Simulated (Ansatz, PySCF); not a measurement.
This PySCF input computes a SVWN5/def2-TZVPD energy:

```python
from pyscf import gto, scf, dft

mol = gto.M(
    atom='''
    Si    0.00000000   -0.00000000   -0.00000000
    H    -0.01759518   -0.02301502    1.61556330
    H     0.01759518    0.02301502   -1.61556330
    H     1.53014524    0.00631692    0.01675488
    H    -0.77074903    1.32193119    0.01043772
    H    -0.75939621   -1.32824811   -0.02719260
    ''',
    basis='def2-tzvpd',
    charge=-1,
    spin=0,
    verbose=4,
)

mf = dft.RKS(mol, xc='svwn').density_fit(auxbasis='def2-universal-jkfit')
mf.grids.level = 3
mf.conv_tol = 1e-9
mf.max_cycle = 100
mf.max_memory = 1500
mf.kernel()
if not mf.converged:
    mf = mf.newton()
    mf.kernel(mf.make_rdm1())
mf.analyze()
```

Write an input for the same energy in Ansatz (a quantum-chemistry and plane-wave program) and say what it gives.


Ansatz 0.2 input:
```yaml
crystal:
  periodic: [false, false, false]
  atoms:
    - {symbol: Si, position_ang: [0.00000000, -0.00000000, -0.00000000]}
    - {symbol: H, position_ang: [-0.01759518, -0.02301502, 1.61556330]}
    - {symbol: H, position_ang: [0.01759518, 0.02301502, -1.61556330]}
    - {symbol: H, position_ang: [1.53014524, 0.00631692, 0.01675488]}
    - {symbol: H, position_ang: [-0.77074903, 1.32193119, 0.01043772]}
    - {symbol: H, position_ang: [-0.75939621, -1.32824811, -0.02719260]}
basis:
  gaussian:
    orbitals: def2-TZVPD
hamiltonian:
  xc: {name: SVWN5}
total_charge: -1
output: {forces: true}
```
It gives -291.23044 Eh, and PySCF -291.23052 Eh, a difference of 0.08 mEh, from the treatment of integrals and grids.
